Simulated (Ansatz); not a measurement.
Start from `NCBO` and change one atom or group to get `CCBCN`.

Ansatz, PBE0-D4/def2-TZVP geometries, multiplicity 1. Each molecule was computed in one conformer, which needn't be the lowest.

```tsv
property	`NCBO`
HOMO–LUMO gap (PBE0/def2-TZVPP) / eV	7.62
LUMO energy (PBE0/def2-TZVPP) / eV	0.23
LUMO energy (ωB97M-V/def2-TZVPP) / eV	1.88
LUMO energy (PBE/def2-TZVPP) / eV	-0.75
LUMO energy (B3LYP/def2-TZVPP) / eV	-0.05
size of the dipole moment (B3LYP/def2-TZVPP) / D	2.99
```

Give the same properties after the change, and the shifts. (An estimate is asked.)

The calculation gave: 
| property | `CCBCN` | shift |
| --- | --- | --- |
| HOMO–LUMO gap (PBE0/def2-TZVPP) / eV | 6.06 | -1.56 |
| LUMO energy (PBE0/def2-TZVPP) / eV | -0.64 | -0.87 |
| LUMO energy (ωB97M-V/def2-TZVPP) / eV | 1.28 | -0.60 |
| LUMO energy (PBE/def2-TZVPP) / eV | -1.65 | -0.90 |
| LUMO energy (B3LYP/def2-TZVPP) / eV | -0.88 | -0.83 |
| size of the dipole moment (B3LYP/def2-TZVPP) / D | 1.35 | -1.64 |

With PBE0 the HOMO rises by 0.70 eV and the LUMO falls by 0.87 eV, so the gap narrows by about 1.57 eV. PBE moves the HOMO by 0.72 eV and ωB97M-V by 0.67 eV. Dipoles are sizes alone; their direction can turn.

B3LYP here is the variant with VWN-RPA as its local correlation; programs differ in this.
